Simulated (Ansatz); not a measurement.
Ansatz (an electronic-structure program) input (B3LYP/STO-3G):

Ansatz 0.2 input:
```yaml
crystal:
  periodic: [false, false, false]
  atoms:
    - {symbol: Ga, position_ang: [-0.00000000, -0.00000000, 0.00000000]}
    - {symbol: F, position_ang: [-1.47532100, -0.91056700, 0.00813000]}
    - {symbol: F, position_ang: [0.01675000, 1.61779300, -0.62308600]}
    - {symbol: F, position_ang: [1.45857100, -0.70722600, 0.61495600]}
basis:
  gaussian:
    orbitals: STO-3G
hamiltonian:
  xc: {name: B3LYP}
output: {forces: true}
```

Output:

```
Functional definition: B3LYP
integrals: 0.01 GiB planned
399 factors; integrals over basis functions are off by at most 5.1e-5 eV
mean field: 0.10 GiB planned
mean field evaluation 1: about -59230.9641 eV, gradient 3.2e2 eV
mean field evaluation 2: about -59660.2184 eV, gradient 1.0e2 eV
mean field evaluation 4: about -59431.7860 eV, gradient 3.6e2 eV
mean field evaluation 8: about -59712.7980 eV, gradient 1.1e2 eV
mean field evaluation 16: about -59794.1578 eV, gradient 2.6e-5 eV
mean field evaluation 32: about -59782.5055 eV, gradient 6.8e0 eV
mean field -59794.15780769 eV, -2197.3947694969 hartree, gradient 2.6e-5 eV, S^2 0.000000; 2 other end points of the search recorded, 0 dependent functions left out
the calculation of the forces begins
reference -59794.15794328 eV, -2197.3947744796 hartree; 29, 29 occupied and 4, 4 virtual orbitals, 399 factors
Total energy: -59794.15794328 eV, -2197.3947744796 hartree
Atom 0 at    -0.000000    -0.000000     0.000000 Å, force    -0.000013    -0.000008     0.000000 eV/Å
Atom 1 at    -1.475321    -0.910567     0.008130 Å, force     2.570010     1.586208    -0.014162 eV/Å
Atom 2 at     0.016750     1.617793    -0.623086 Å, force    -0.029170    -2.818195     1.085418 eV/Å
Atom 3 at     1.458571    -0.707226     0.614956 Å, force    -2.540827     1.231995    -1.071255 eV/Å
Dipole moment:     0.000000     0.000000    -0.000000 e Å
```

The geometry given is a B3LYP-D3(BJ)/def2-TZVP minimum.
